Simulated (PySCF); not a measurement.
Functional dependence of a UV spectrum

Compound: C3H8GeSi.
SMILES with atom numbers: `[CH:1]#[C:2][C@@H:3]([SiH3:4])[GeH3:5]` (hydrogens: H6 on C1; H7 on C3; H8, H9, H10 on Si4; H11, H12, H13 on Ge5)

Structure used (PBE0-D3(BJ)/def2-SVP), in Å, numbered top down from 1:
```xyz
13
C3H8GeSi angstrom
C     -1.4176   -2.1968   -0.6063
C     -0.7894   -1.2702   -0.1376
C     -0.0188   -0.1586    0.3716
Si     1.8270   -0.3946   -0.0082
Ge    -0.7183    1.5444   -0.3627
H     -1.9782   -3.0184   -1.0106
H     -0.1241   -0.0894    1.4694
H      2.3146   -1.6718    0.5907
H      2.0315   -0.4236   -1.4862
H      2.5958    0.7492    0.5725
H     -0.5516    1.5311   -1.8905
H     -2.2044    1.6718    0.0083
H      0.0798    2.7147    0.2425
```

Linear-response calculations in the def2-SVPD basis (PySCF; singlets by full response, triplets Tamm–Dancoff, core orbitals frozen in the response; HF means time-dependent Hartree–Fock). 'Strongest' is the level of largest summed f among the singlets computed (10 roots, of which the last may lack a degenerate partner); it can jump between rows when another state enters that window. S1 is the lowest singlet of each run and needn't be the same state throughout; f(S1) is that of one state. Isolated species at its PBE0-D3(BJ)/def2-SVP geometry, gas phase. The LDA/def2-SVPD calculation is non-relativistic and has no spin–orbit coupling, an omission that weighs most on germanium.

```tsv
functional	kind	S1 (eV)	f(S1)	strongest (eV)	T1 (eV)	HOMO (eV)	gap (eV)	ionisation energy, ΔSCF (eV)
LDA	LDA	5.54	0.001	6.75	5.18	-6.39	5.48	9.28
PBE	GGA	5.60	0.000	6.77	5.04	-6.23	5.55	9.09
B3LYP	global hybrid, 20% exact exchange	5.97	0.011	6.59	5.14	-7.13	6.96	9.24
PBE0	global hybrid, 25% exact exchange	6.07	0.007	6.84	5.08	-7.35	7.42	9.24
BHandHLYP	global hybrid, 50% exact exchange	6.09	0.004	7.45	5.11	-8.33	9.04	9.23
CAM-B3LYP	range-separated hybrid	6.12	0.005	7.34	5.19	-8.63	9.46	9.36
LC-wPBE	range-separated hybrid	6.26	0.002	8.45	5.12	-9.98	11.82	9.49
HF	Hartree–Fock	5.91	0.001	8.54	4.62	-9.86	12.05	not settled
```

Question: What does wB97X-D (range-separated hybrid) give?

Answer: S1 (eV) 6.18, f(S1) 0.004, strongest (eV) 7.88, T1 (eV) 5.29, HOMO (eV) -9.15, gap (eV) 10.82, ionisation energy, ΔSCF (eV) 9.32. S1 runs from 5.54 eV (LDA) to 6.26 eV (LC-wPBE), a spread of 0.72 eV, while the orbital gap spreads over 6.6 eV. −ε(HOMO) comes closest to its own ΔSCF ionisation energy with wB97X-D (-0.17 eV) and misses most with LDA (-2.89 eV). 'Not settled' means that the ion's SCF failed to converge or may have ended in another state than the lowest.
